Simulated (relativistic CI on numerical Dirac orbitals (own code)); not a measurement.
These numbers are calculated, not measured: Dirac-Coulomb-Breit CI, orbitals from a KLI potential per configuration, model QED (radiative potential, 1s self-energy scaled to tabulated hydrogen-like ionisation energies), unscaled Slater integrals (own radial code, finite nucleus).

Configurations in the expansion (outside the closed core [Ar]): 3d10 4s, 3d10 4p, 3d10 4d, 3d10 4f, 3d10 5s, 3d10 5p, 3d10 5d, 3d10 5f, 3d10 5g, 3d10 6s, 3d10 6p, 3d10 6d, 3d9 4s2, 3d10 6f, 3d10 7s, 3d9 4s 4p, 3d10 8s, 3d9 4s 4d, 3d9 4s 4f, 3d9 4s 5s, 3d9 4s 5p, 3d9 4s 5d, 3d9 4s 5f. Double excitations out of closed p, d and f shells are left out; levels of such configurations are missing from the list, as are those of other unlisted configurations, and high levels can miss mixing partners.

At this charge energies of transitions that change n are usually good to better than 1 %, and those within a shell (Δn = 0) to a few per cent.

Outline of the computed level scheme of Xe XXVI. Lowest level of each configuration: 3d10 4s 2S_1/2 at 0.000 eV; 3d10 4p 2P°_1/2 at 52.820 eV; 3d10 4d 2D_3/2 at 157.188 eV; 3d10 4f 2F°_5/2 at 252.134 eV; 3d10 5s 2S_1/2 at 356.798 eV; 3d10 5p 2P°_1/2 at 381.578 eV; 3d10 5d 2D_3/2 at 429.428 eV; 3d10 5f 2F°_5/2 at 470.952 eV; 3d10 5g 2G_7/2 at 486.749 eV.

Some strong electric-dipole decays among the lowest 16 levels: 3d10 5g 2G_9/2 → 3d10 4f 2F°_7/2 (2.2e+12 s⁻¹); 3d10 5g 2G_7/2 → 3d10 4f 2F°_5/2 (2.1e+12 s⁻¹); 3d10 5f 2F°_7/2 → 3d10 4d 2D_5/2 (9.4e+11 s⁻¹); 3d10 5f 2F°_5/2 → 3d10 4d 2D_3/2 (8.6e+11 s⁻¹); 3d10 5s 2S_1/2 → 3d10 4p 2P°_3/2 (8.3e+11 s⁻¹); 3d10 5d 2D_5/2 → 3d10 4p 2P°_3/2 (4.8e+11 s⁻¹); 3d10 5p 2P°_1/2 → 3d10 4s 2S_1/2 (4.6e+11 s⁻¹); 3d10 5p 2P°_1/2 → 3d10 4d 2D_3/2 (4.5e+11 s⁻¹).

LS names give the leading component of a level, which can be under half, so a name can repeat, a term be missing and a line seem to break the LS rules.
